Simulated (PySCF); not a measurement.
# N+ (nitrogen, charge +1): UHF calculation

Configuration: [He] 2s1 2p3, high-spin 5S determinant (an excited configuration). Computed with PySCF 2.14 in ANO-RCC-VTZP (4s3p2d1f, 30 functions), with the spin-free X2C one-electron Hamiltonian (Gaussian nucleus).

```json
{
  "Total energy": "-53.775425 hartree",
  "One-electron energy": "-69.8651 hartree",
  "Hartree (Coulomb) energy": "22.5554 hartree",
  "Exchange energy": "-6.4658 hartree",
  "⟨S²⟩": "6.0000",
  "⟨L²⟩": "0.000",
  "Sum of ⟨r⟩": "5.378 bohr",
  "Sum of ⟨r²⟩": "7.592 bohr²",
  "Langevin diamagnetic susceptibility": "-6.01 ×10⁻⁶ cm³/mol"
}
```

```tsv
shell	electrons	mean orbital energy (hartree)	rms radius, mean of both spins (bohr)
1s α	1	-16.31595	0.265
1s β	1	-16.13806	0.265
2s α	1	-1.75880	1.32
2p α	3	-1.15766	1.38
```

Spin-orbit constants ζ (cm⁻¹) from the X2C one-electron operator on these orbitals: bare nucleus, nucleus screened by l(l+1)(2l+1)/3 electrons, and screened by the Breit-Pauli mean field of the electrons.

```
shell   bare  screened nucleus  mean field
   2p  154.6             110.4       93.29
```
